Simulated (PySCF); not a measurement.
**BSb⁺: one state, many levels of theory**

State: ⁴Σ⁻ (quartet), unpaired electrons σ ↑, π ↑↑. Set-up: B def2-SVPD, Sb def2-SVPD with ECP28; scalar-relativistic core potentials (PySCF 2.14). De refers to B⁺ + Sb in their high-spin ground configurations, without counterpoise correction. The functionals are run spin-unrestricted. A positive dipole points towards Sb; it is taken about the centre of mass and depends on that origin.

```
      Level  Re (Å)  ωe (cm⁻¹)  De (eV)  μ (D)  CPU s a point (SCF and correlation, without the integrals)
        UHF   2.225        400     1.82  -3.36                                                        0.17
    UHF-MP2   2.169        564     2.20    n/a                                                        0.29
UHF-SCS-MP2   2.205        496     1.99    n/a                                                         n/a
   UHF-CCSD   2.236        453     1.93    n/a                                                         n/a
UHF-CCSD(T)   2.232        478     2.07    n/a                                                         9.3
        LDA   2.172        568     3.77  -1.76                                                        0.41
        PBE   2.204        532     3.41  -1.84                                                        0.61
       TPSS   2.203        532     3.31  -1.94                                                        0.95
     r²SCAN   2.183        558     3.30  -2.13                                                        0.94
      M06-L   2.164        591     3.59  -1.53                                                        0.98
       PBE0   2.181        546     3.07  -2.06                                                        0.95
```

The bond length runs from 2.164 Å (M06-L) to 2.236 Å (UHF-CCSD). De spans 1.82 eV (UHF, mean field) to 3.77 eV (LDA, local density). Correlation at CCSD(T) changes the Hartree–Fock bond energy by +0.25 eV; the triples alone change it by +0.14 eV.

Correlated steps freeze 5 core orbitals. Correlated levels converge slowly with the basis: in double zeta they bind strong bonds too weakly, by up to about 1 eV, and carry superposition errors of some tenths. These are scalar-relativistic numbers at best; spin–orbit coupling would shift them, the dissociation energy most. For an ion De counts to the pair picked by the measured ionisation energies or electron affinities, which need not be the lowest pair at this level. The state was picked by a PBE0 search and need not be the measured ground state.

The whole job (state search and all levels along the bond) took about 3.1 min on 1 thread of Arm Neoverse V1 (shared host), peak memory 0.65 GiB.
